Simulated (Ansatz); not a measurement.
Job for Ansatz (a quantum-chemistry and plane-wave program): U-CCSD(T)/def2-SVP on H2IIn (SMILES [InH2][I]), a point of a bond scan (R = 2.970 Å). Elements past Kr take the def2 small-core potentials; no spin–orbit coupling. The run froze 18 orbitals, filled d shells among them.

Ansatz 0.2 input:
```yaml
crystal:
  periodic: [false, false, false]
  atoms:
    - {symbol: In, position_ang: [-0.72638877, -1.13552285, 0.19955666]}
    - {symbol: H, position_ang: [-0.06961712, -2.17409956, 1.39445122]}
    - {symbol: H, position_ang: [-2.11914691, -1.24747254, -0.79314453]}
    - {symbol: I, position_ang: [0.85678973, 1.33937135, -0.23538096]}
basis:
  gaussian:
    orbitals: def2-SVP
correlation: {method: ccsd_t, electrons: outside_noble_gas}
scf: {omitted_lower_state_checks: [cluster_reference]}
magnetization: {spin_polarized: true, initial_magnetization: 0}
```

Program output:

```
WARN ansatz: RAYON_NUM_THREADS=1 ignored (pool sized by the plan → 1); use --threads N
Functional definition: HF
these checks for a lower state are left out or cut short: cluster_reference
integrals: 0.06 GiB planned
775 factors; integrals over basis functions are off by at most 3.9e-4 eV
mean field: 0.28 GiB planned
mean field evaluation 1: about -13252.3577 eV, gradient 9.4e0 eV
mean field evaluation 2: about -13252.3888 eV, gradient 9.5e0 eV
mean field evaluation 4: about -13253.3144 eV, gradient 8.6e-1 eV
mean field evaluation 8: about -13253.3273 eV, gradient 2.6e-3 eV
mean field -13253.32725510 eV, -487.0507931971 hartree, gradient 1.3e-6 eV, S^2 0.000000; 0 other end points of the search recorded, 0 dependent functions left out
18 core orbitals not correlated
reference -13253.32725510 eV, -487.0507931971 hartree; 6, 6 occupied and 38, 38 virtual orbitals, 775 factors
second order -4.23298168 eV of doubles, -0.00000000 eV of singles
coupled cluster: 0.14 GiB planned
cycle   1  -4.72828491 eV  change   -5.0e-1 eV  update   6.2e-2
cycle   2  -4.90423893 eV  change   -1.8e-1 eV  update   2.2e-2
cycle   3  -4.93074755 eV  change   -2.7e-2 eV  update   9.5e-3
cycle   4  -4.92879501 eV  change    2.0e-3 eV  update   3.1e-3
cycle   5  -4.92811059 eV  change    6.8e-4 eV  update   1.1e-3
cycle   6  -4.92806056 eV  change    5.0e-5 eV  update   4.1e-4
cycle   7  -4.92804933 eV  change    1.1e-5 eV  update   1.5e-4
cycle   8  -4.92807494 eV  change   -2.6e-5 eV  update   5.0e-5
cycle   9  -4.92807510 eV  change   -1.6e-7 eV  update   1.6e-5
cycle  10  -4.92807129 eV  change    3.8e-6 eV  update   4.7e-6
perturbative correction -0.09833889 eV, -0.0036138874 hartree
Total energy: -13258.35366527 eV, -487.2355103639 hartree
Checks for a lower state left out: cluster_reference
```

The run converged.

Cost: around 5 core-seconds (rough).
